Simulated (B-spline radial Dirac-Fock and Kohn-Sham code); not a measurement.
## Subshell cross sections of Se²⁻, photon energy 408 eV

System: Se²⁻, configuration [Ar] 3d10 4s2 4p6, inside a Watson sphere of charge +2 and radius 1.683 Å (a model of the Madelung potential; inside it an electron's potential energy is lowered by 17.1 eV).

Input of the calculation (task.json; shells as n, l, electrons):

```json
{"items": [{
  "Z": 34,
  "q": -2,
  "cfg": [[1, 0, 2], [2, 0, 2], [2, 1, 6], [3, 0, 2], [3, 1, 6], [3, 2, 10], [4, 0, 2], [4, 1, 6]],
  "A": 80,
  "rrms": 4.14,
  "watson": [2, 1.683],
  "do": ["binding", "quiet", "photo"],
  "hv": [40.81, 70.7, 286.0, 408.0, 845.0, 1000, 1730.0, 2000, 2100.0, 2470.0, 5414.7, 6000, 15000, 58300.0, 100000, 150000]
}]}
```

Launch: `python xray_run.py task.json out`

Level of theory: a relativistic central-field model (Hartree-Slater potential of the initial state, Latter tail, multipole expansion of the photon field, Dirac-Fock thresholds); an atomic code on a B-spline grid. The asymmetry parameter β is from the dipole term alone. Kinetic energies are from the vacuum level.

The last column is dσ/dΩ = σ/(4π) · [1 + β P₂(cos θ)] at θ = 90° from the polarisation vector of linearly polarised light.

```
  subshell  electrons  binding (eV)  kinetic (eV)  σ (kb)     β  dσ/dΩ (kb/sr)
   M1 (3s)          2         237.9         170.1     150  2.00            ≈ 0
M2 (3p1/2)          2         174.4         233.6     187  1.37           4.68
M3 (3p3/2)          4         168.5         239.5     389  1.38           9.67
M4 (3d3/2)          4         58.81         349.2     543  1.14           18.6
M5 (3d5/2)          6         57.96         350.0     802  1.14           27.3
   N1 (4s)          2         21.60         386.4    17.6  2.00            ≈ 0
N2 (4p1/2)          2          9.00         399.0    12.7  1.60          0.199
N3 (4p3/2)          4          8.69         399.3    25.2  1.60          0.399
```

Branching ratios of the spin-orbit partners (statistical value in brackets): 3p 2.08 (2.00), 3d 1.48 (1.50), 4p 1.99 (2.00).
